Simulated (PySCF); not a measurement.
Si(GeH3)2(H)(NMe2), C₂H₁₃Ge₂NSi, SMILES CN([SiH]([GeH3])[GeH3])C, singlet, GFN2-xTB optimised geometry. Atoms within 1.6 Å of the plane z = 0.0 Å (x, y, z in Å): Ge2 (-1.28, -2.37, 1.07), Ge3 (0.04, 1.13, 0.00), H9 (-1.54, -2.60, -0.39), H10 (-0.13, -3.29, 1.36), H11 (-0.29, 2.60, 0.00), H12 (1.54, 1.13, 0.00), H13 (-0.30, 0.72, -1.40).

Calculation: PySCF 2.14.0 with CAM-B3LYP/def2-SVP. Cells within 0.4 Å of a nucleus heavier than hydrogen are left out (blank, or x).

Map of the electron localisation function on the plane z = 0.0 Å:

```
|0000000000000000000000000000000|
|0000000000000000000000000000000|
|0000000000000111000000000000000|
|0000000000015888620000000000000|
|0000000000179999961000000000000|
|0000000000599999982000000000000|
|0000000001699999982000000000000|
|0000000000599999971001000000000|
|0000000000289999952245520000000|
|0000000000147863334899982000000|
|0000000000023214216999996000000|
|000000000012216xx17999997000000|
|00000000001331xxx17999998000000|
|0000000000144226417999996000000|
|0000000000135421126999983000000|
|0000000000024543334688840000000|
|0000000000012333211123200000000|
|0000000000001110000000000000000|
|0000000000111000000000000000000|
|0000000012333200000000000000000|
|0000000135654310000000000000000|
|0000000378886421000000000000000|
|0000001489997531000000000000000|
|0000001489998631100000000000000|
|0000000279998521110000000000000|
|0000000148986211110000000000000|
|0000000013542111110000000000000|
|0000000000110001110000000000000|
|0000000000000000000000000000000|
|0000000000000000000000000000000|
|0000000000000000000000000000000|
```
Scale: ten equal steps from 0.000 (start of '0') to 1.000 (end of '9'), in the order '0123456789'; x runs from -5.00 to 5.00, y from -5.00 (bottom) to 5.00 (top).
